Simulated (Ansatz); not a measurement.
Gas-phase electronic energies from Ansatz, PBE0-D4/def2-TZVP geometries. CCSD(T)/CBS adds triple-zeta CCSD(T) − MP2 to the extrapolated MP2 energy (def2 sets, frozen cores). Functionals use def2-TZVPP. def2 core potentials past Kr. For Ge, I outer-core shells are correlated without core-valence functions, which leaves a few kJ/mol of doubt a bond. Scalar relativity is left out up to krypton. Each species was taken in one conformer, which may not be the lowest.

Reaction (cleavage of the Si–Ge bond): `CS[SiH2][GeH3]` + HI → `CS[SiH2]I` + GeH₄

```
         species  ωB97M-V energy (Eh)
`CS[SiH2][GeH3]`          -2807.45945
              HI           -298.28326
     `CS[SiH2]I`          -1026.52022
            GeH₄          -2079.25152
```

Q: Work out ΔE.

A: ΔE = (-1026.52022) + (-2079.25152) − (-2807.45945) − (-298.28326) = -0.02903 Eh = -76.2 kJ/mol. CCSD(T)/CBS gives -77.0 kJ/mol.

Largest T1 diagnostic among the species: 0.012.

From PBE to PBE0 (25 % exact exchange), in def2-TZVPP and without D4, ΔE moves by −3.9 kJ/mol. Leaving LDA and LC-ωPBE aside and taking each functional with its dispersion term where it has one, the values, not all of them listed here, spread over 10.4 kJ/mol, from BHLYP-D4 to revPBE-D4.
